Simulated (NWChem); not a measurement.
System meant: C6H7, doublet; SMILES [C]1=CC=CCC1

Input file for NWChem:

```
start job
memory heap 200 mb stack 900 mb global 1100 mb
geometry units angstroms noautoz
  C     -1.421028    -0.012608     0.087043
  C     -0.876291    -1.223611     0.126520
  C      0.576369    -1.311278    -0.109138
  C      1.338866    -0.204256    -0.089415
  C      0.744700     1.141094     0.231353
  C     -0.726443     1.257518    -0.210711
  H     -1.457512    -2.134774     0.298210
  H      1.020216    -2.294712    -0.290376
  H      2.420057    -0.277190    -0.238988
  H      1.333251     1.954918    -0.220666
  H      0.809028     1.293426     1.327246
  H     -0.791883     1.443901    -1.300702
  H     -1.203631     2.120857     0.279582
end
basis spherical
  C library def2-svp
  H library def2-svp
end
dft
  odft
  mult 2
  xc pbe0
  iterations 4
  mulliken
end
task dft energy
```

End of the output:

```
     --------------------------
     Expectation value of S2:
     --------------------------
      <S2> =      0.7594 (Exact =     0.7500)

 center of mass
 --------------
 x =  -0.05093935 y =  -0.04980950 z =   0.00321710

 moments of inertia (a.u.)
 ------------------
         361.829194109698           0.000000000000          -0.000000000000
           0.000000000000         325.111440571346          -0.000000000000
          -0.000000000000          -0.000000000000         647.477907347132

     Multipole analysis of the density
     ---------------------------------

     L   x y z        total         alpha         beta         nuclear
     -   - - -        -----         -----         ----         -------
     0   0 0 0     -0.000000    -22.000000    -21.000000     43.000000

     1   1 0 0      0.338787      1.720596     -1.381809      0.000000
     1   0 1 0      0.259586      0.069611      0.189975     -0.000000
     1   0 0 1     -0.041524     -0.113114      0.071591      0.000000

     2   2 0 0    -27.439430   -108.164671    -96.037605    176.762846
     2   1 1 0      0.052033      0.029312     -0.238039      0.260760
     2   1 0 1     -0.079997      0.093626     -0.651187      0.477564
     2   0 2 0    -24.232507   -118.125681   -116.189631    210.082805
     2   0 1 1     -0.007820     -0.075900     -0.033048      0.101127
     2   0 0 2    -28.383623    -22.871540    -22.138219     16.626137

 ------------------------------------------------------------------------
 dft energy failed                                                                                  0
 ------------------------------------------------------------------------
 ------------------------------------------------------------------------
  current input line :
    29: task dft energy
 ------------------------------------------------------------------------
 ------------------------------------------------------------------------
 This type of error is most commonly associated with calculations not reaching convergence criteria
 ------------------------------------------------------------------------
 For more information see the NWChem manual at https://nwchemgit.github.io

0:dft energy failed:Received an Error in Communication
```

**Question.** Can this run be used? If not, why, and what is the fix?

**Answer.** Convergence was not reached. Cause: the SCF was allowed too few iterations. This input runs:
```
start job
memory heap 200 mb stack 900 mb global 1100 mb
geometry units angstroms noautoz
  C     -1.421028    -0.012608     0.087043
  C     -0.876291    -1.223611     0.126520
  C      0.576369    -1.311278    -0.109138
  C      1.338866    -0.204256    -0.089415
  C      0.744700     1.141094     0.231353
  C     -0.726443     1.257518    -0.210711
  H     -1.457512    -2.134774     0.298210
  H      1.020216    -2.294712    -0.290376
  H      2.420057    -0.277190    -0.238988
  H      1.333251     1.954918    -0.220666
  H      0.809028     1.293426     1.327246
  H     -0.791883     1.443901    -1.300702
  H     -1.203631     2.120857     0.279582
end
basis spherical
  * library def2-svp
end
dft
  odft
  mult 2
  xc pbe0
  iterations 150
  mulliken
end
task dft energy
```
It converges to -232.28700 Ha (PBE0/def2-SVP, spin-unrestricted).
